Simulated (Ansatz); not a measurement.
This geometry of H$_{3}$SbSe (5 atoms, charge 0, multiplicity 1) is a first-order saddle point.

Computed with RKS revPBE/def2-SVP in Ansatz.

```xyz
5
Properties=species:S:1:pos:R:3
Se 0.862 -1.032 1.216
Sb -0.421 0.615 -0.155
H 1.298 -1.970 0.129
H -2.070 0.409 -0.407
H 0.331 1.979 -0.783
```

(1) Which two structures does it join? (They come from a converged band through this point; their orientation in space is the band's.)

(2) How far does it lie above each of them?

Results:

(1) No bond is made or broken. The height of Sb2 over the plane of its neighbours goes from 1.07 to -1.05 Å.

Image 0:

```xyz
5
Properties=species:S:1:pos:R:3
Se 0.759 -0.902 1.116
Sb -0.357 0.347 -0.895
H 1.289 -1.957 0.212
H -1.866 0.594 -0.064
H 0.175 1.918 -0.369
```

Image 8:

```xyz
5
Properties=species:S:1:pos:R:3
Se 0.834 -0.995 1.240
Sb -0.605 1.038 0.427
H 1.006 -1.589 -0.112
H -1.641 0.110 -0.621
H 0.406 1.436 -0.934
```

(2) 49.8 kcal/mol above the first and 49.0 kcal/mol above the second. This is the barrier of this one path; another mechanism may lie lower.

Run time: 4.5 min on 1 CPU thread of a shared host.
